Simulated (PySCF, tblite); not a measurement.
Question: Write Cartesian coordinates for `CP(C)(=S)C1CCCC1` as optimised with GFN2-xTB.

Answer: 
```
atom  x, y, z in Å
C1     2.0891   -1.0663   -1.3278
P2     1.3301    0.3625   -0.4540
C3     2.4937    0.6576    0.9394
S4     1.0272    1.9124   -1.5779
C5    -0.1827   -0.3524    0.3512
C6    -1.1694   -0.8393   -0.7182
C7    -2.5412   -0.4615   -0.1680
C8    -2.2799    0.8996    0.4683
C9    -0.9225    0.7322    1.1562
H10    2.2212   -1.9170   -0.6628
H11    3.0548   -0.7437   -1.7166
H12    1.4514   -1.3414   -2.1665
H13    2.6315   -0.2369    1.5428
H14    2.1097    1.4682    1.5568
H15    3.4470    0.9685    0.5122
H16    0.1335   -1.1755    0.9983
H17   -1.0712   -1.9053   -0.9225
H18   -0.9927   -0.2867   -1.6467
H19   -2.8542   -1.1810    0.5914
H20   -3.3031   -0.4208   -0.9445
H21   -3.0606    1.1985    1.1661
H22   -2.2035    1.6557   -0.3136
H23   -1.0502    0.4178    2.1930
H24   -0.3695    1.6747    1.1509
```

Orientation and origin are arbitrary. Atoms count from 1 in this order. The 5-membered ring C5–C6–C7–C8–C9 has internal angles of 102.6° to 106.2° (sum 523°, against 540° for a flat polygon); it is puckered, 0.18 Å rms from its mean plane, widest ring torsion 41°. P2 (phosphorus bonded to 3 C and S) is distorted tetrahedral (angles from 102.9° to 115.6°). Of the pairs four or more bonds apart, S4···H18 is among the closest relative to their van der Waals radii: 2.99 Å, 100 % of the sum of Bondi's values.

Bonds between heavy atoms (Å): C1–P2 1.839, P2–C3 1.839, P2=S4 1.938, P2–C5 1.857, C5–C6 1.534, C6–C7 1.526, C7–C8 1.525, C8–C9 1.531, C5–C9 1.540.

Structure optimised with GFN2-xTB, isolated species.

Point group: C1 (no symmetry element, even within 0.4 Å). Its GFN2-xTB frequencies are all real (lowest 28 cm⁻¹). One conformer, not necessarily the lowest (C1–P2–C5–C6 -64°, P2–C5–C6–C7 -141°, C5–C6–C7–C8 39°, C6–C7–C8–C9 -41°, C7–C8–C9–C5 27°). 3 starts were optimised and ended at 0.00, 1.07 and 2.31 kcal/mol (GFN2-xTB); the lowest of these is shown.

These are computed values.
